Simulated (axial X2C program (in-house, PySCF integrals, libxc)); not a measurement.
Values are calculated unless marked as measured or tabulated.
## LiI: input and output

Program: an axial X2C code built on PySCF integrals.

The run was started with this input:
```json
{"zs": [53, 3], "q": 0, "bas": ["dyall-cv3z", "dyall-cv3z"], "levels": ["PBE0", "HF", "TPSS"], "cc": true, "r0": 2.66, "thr": -2.0, "nmax": 90, "npts": 10, "nst": 2, "ntry": 6}
```
```bash
python so2c.py task.json out
```

Keys: zs atomic numbers; q charge; bas basis sets; levels methods; cc coupled cluster on or off; r0 starting distance in Å; thr threshold in hartree for freezing inner shells (an s shell follows its p shell); nmax most natural virtual spinors; npts points on the curve; nst determinants followed; ntry starts of the search. HF also brings MP2.

Output of the PBE0 step, two-component, at R = 2.396 Å for the state Ω = 0. It starts from the PBE0 orbitals of the search at 2.396 Å.

```
two-component X2C + atomic mean field  PBE0
basis functions 165  fitting functions 815  grid points 5083
iter        total energy     max residual
   1      -7119.950386764     2.55e-06
   2      -7119.950386764     3.52e-06
converged
one-electron -9829.32015204  Coulomb 2863.31137415  exact exchange -45.51932891  xc functional -139.21108343  nuclear repulsion 35.11651775  atomic mean-field constant -4.32771429
```
Energies are in hartree; totals compare only within one Hamiltonian and basis.
